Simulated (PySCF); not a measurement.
**Shifts of the heteroatoms**

Molfile (atoms numbered from 1):
```
B2Cl4
     RDKit          3D

  6  5  0  0  0  0  0  0  0  0999 V2000
   -0.7374   -1.1389   -0.9149 Cl  0  0  0  0  0  0  0  0  0  0  0  0
    0.0705    0.1610   -0.0850 B   0  0  0  0  0  0  0  0  0  0  0  0
   -0.7817    1.6463    0.2303 Cl  0  0  0  0  0  0  0  0  0  0  0  0
    1.6696   -0.0178    0.4118 B   0  0  0  0  0  0  0  0  0  0  0  0
    2.0278   -0.7005    1.9732 Cl  0  0  0  0  0  0  0  0  0  0  0  0
    2.9700    0.4781   -0.6334 Cl  0  0  0  0  0  0  0  0  0  0  0  0
  1  2  1  0
  2  3  1  0
  2  4  1  0
  4  5  1  0
  4  6  1  0
M  END
```

PySCF 2.14 calculation with σ from GIAO-PBE0/pcSseg-2 and geometry: PBE0-D3(BJ)/def2-TZVP; one conformer, fast rotation and ring inversion assumed for equivalent nuclei, relativity neglected, no solvent.

What are the ¹¹B shifts?

Results:


```
atoms              environment  σ (ppm)  δ (ppm)
B2/B4  boron bonded to B, 2 Cl     32.1     63.7
```

Shieldings were converted by a linear fit to measured shifts: ¹¹B: δ = 93.91 − 0.941σ (rms 2.2 ppm, 15 shifts, 9.5 ppm with the 3 outliers that the fit left out vs BF3·OEt2, solution or neat liquid). A few per cent of atoms miss by over 2 rms, more outside the fitted compound classes.

On a 500 MHz spectrometer ¹¹B resonates near 160.4 MHz, so 1 ppm is 160.4 Hz.
